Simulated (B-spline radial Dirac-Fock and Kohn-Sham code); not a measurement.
## Levels of muonic ¹³⁶Ce

Nucleus: ¹³⁶Ce, Fermi distribution (skin thickness 2.3 fm), rms radius 4.8739 fm (measured, Angeli and Marinova 2013).

These are calculated numbers from a radial finite-basis atomic code; the model is the Dirac equation of a negative muon with reduced mass in the field of a spherical finite nucleus, with the Uehling potential to all orders; nuclear polarisation, deformation, hyperfine structure, self-energy, higher-order vacuum polarisation, relativistic recoil and electron screening are left out.

| level | binding (keV) | point nucleus, no QED (keV) | vacuum polarisation (keV) | ⟨r⟩ (fm) |
| --- | --- | --- | --- | --- |
| 1s1/2 | 6545 | 9922 | 44.101 | 9.5 |
| 2s1/2 | 1996 | 2510 | 10.326 | 31.2 |
| 2p1/2 | 2447 | 2510 | 15.048 | 21.2 |
| 2p3/2 | 2373 | 2391 | 13.902 | 22.0 |
| 3s1/2 | 943.0 | 1102 | 3.666 | 66.2 |
| 3p1/2 | 1080 | 1102 | 4.780 | 53.5 |
| 3p3/2 | 1060 | 1067 | 4.515 | 54.6 |
| 3d3/2 | 1071 | 1067 | 4.059 | 45.1 |
| 3d5/2 | 1060 | 1056 | 3.913 | 45.8 |
| 4d3/2 | 601.0 | 599.5 | 1.700 | 90.8 |
| 4d5/2 | 596.5 | 594.9 | 1.643 | 91.7 |
| 4f5/2 | 596.3 | 594.9 | 1.384 | 78.4 |
| 4f7/2 | 594.0 | 592.7 | 1.363 | 78.9 |

Question: By how much does the finite nuclear size lower the 1s binding energy?

Answer: By 3421 keV, 34.48 % of the point-nucleus value (point value plus vacuum polarisation less the binding energy). The 1s orbit has ⟨r⟩ = 9.5 fm.
